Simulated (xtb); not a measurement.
xtb input (GFN2-xTB):

```bash
xtb mol.xyz --gfn 2 --ohess tight --chrg -1 --uhf 0
```
mol.xyz:
```
12

C      2.35059929    -0.02720403     0.11173921
C      1.03666208    -0.14457136     0.09864545
C      0.11744741     0.84011079    -0.39271960
C     -1.22219331     0.75138257    -0.38739995
C     -2.14586943    -0.34282931     0.11081988
H      3.02078170    -0.78463308     0.42134804
H      2.84075419     0.89497741    -0.29898159
H      0.58981570    -1.11748646     0.46261994
H      0.50298942     1.79885129    -0.69402812
H     -2.81474371    -0.02077588     0.90477054
H     -2.72727742    -0.68073016    -0.75625380
H     -1.54452310    -1.24677186     0.45805197
```

End of the output:

```
       1     19.18    -2.00270 (  2.12%)    -1.33854 ( 97.88%)    -1.35262
       2    139.88    -0.83645 ( 98.39%)    -0.75153 (  1.61%)    -0.83508
       3    236.19    -0.54603 ( 99.80%)    -0.59645 (  0.20%)    -0.54613
       4    259.36    -0.49674 ( 99.86%)    -0.56874 (  0.14%)    -0.49684
   ------------------------------------------------------------------------

   temp. (K)  partition function   enthalpy   heat capacity  entropy
                                   cal/mol     cal/K/mol   cal/K/mol   J/K/mol
 298.15  VIB   70.4                 2286.743     14.486     13.939
         ROT  0.837E+05              888.752      2.981     25.507
         INT  0.589E+07             3175.495     17.467     39.446
         TR   0.532E+27             1481.254      4.968     38.512
         TOT                        4656.7493    22.4352    77.9575   326.1743

       T/K    H(0)-H(T)+PV         H(T)/Eh          T*S/Eh         G(T)/Eh
   ------------------------------------------------------------------------
    298.15    0.742100E-02    0.102268E+00    0.370401E-01    0.652278E-01
   ------------------------------------------------------------------------

         :::::::::::::::::::::::::::::::::::::::::::::::::::::
         ::                  THERMODYNAMIC                  ::
         :::::::::::::::::::::::::::::::::::::::::::::::::::::
         :: total free energy         -14.247724464236 Eh   ::
         ::.................................................::
         :: total energy              -14.312952248471 Eh   ::
         :: zero point energy           0.094846915921 Eh   ::
         :: G(RRHO) w/o ZPVE           -0.029619131686 Eh   ::
         :: G(RRHO) contrib.            0.065227784235 Eh   ::
         :::::::::::::::::::::::::::::::::::::::::::::::::::::

optimized geometry written to: xtbopt.xyz

           -------------------------------------------------
          | TOTAL ENERGY              -14.312952248471 Eh   |
          | TOTAL ENTHALPY            -14.210684330123 Eh   |
          | TOTAL FREE ENERGY         -14.247724464236 Eh   |
          | GRADIENT NORM               0.000185830454 Eh/α |
          | HOMO-LUMO GAP               1.835941049265 eV   |
           -------------------------------------------------

------------------------------------------------------------------------
------------------------------------------------------------------------
 total:
 SCF:
 ANC optimizer:
 analytical hessian:
```

It need not be the lowest isomer of its formula. Whether it binds its extra electron was not tested at this geometry.
